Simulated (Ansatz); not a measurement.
This geometry of BClF2 + H (5 atoms, charge 0, multiplicity 2) is a first-order saddle point.

Theory: UKS PBE/def2-SVP (Ansatz 0.2.0).

```xyz
5
Properties=species:S:1:pos:R:3
B 0.000 0.259 0.014
Cl 0.001 0.466 2.141
F 1.150 -0.213 -0.452
F -1.151 -0.208 -0.451
H 0.000 -0.305 3.318
```

(1) Which two structures does it join? (They come from a converged band through this point; their orientation in space is the band's.)

(2) How far does it lie above each of them?

## Answers

(1) Bonds broken: B1–Cl2. Bonds formed: Cl2–H5. BClF2 + H becomes BF2 + ClH.

Initial state:

```xyz
5
Properties=species:S:1:pos:R:3
B 0.000 0.001 -0.231
Cl 0.000 0.010 1.522
F 1.141 -0.003 -0.902
F -1.141 -0.003 -0.902
H 0.000 -0.005 5.083
```

Final state:

```xyz
5
Properties=species:S:1:pos:R:3
B 0.005 0.275 -0.322
Cl -0.034 0.885 2.600
F 1.150 -0.387 -0.262
F -1.142 -0.387 -0.302
H 0.021 -0.387 2.855
```

(2) 1.02 eV above the first and 0.17 eV above the second. This is the barrier of this one path; another mechanism may lie lower.

Time of the run: 5.5 min on 1 thread of Arm Neoverse V1 (shared host), peak memory 0.13 GiB.
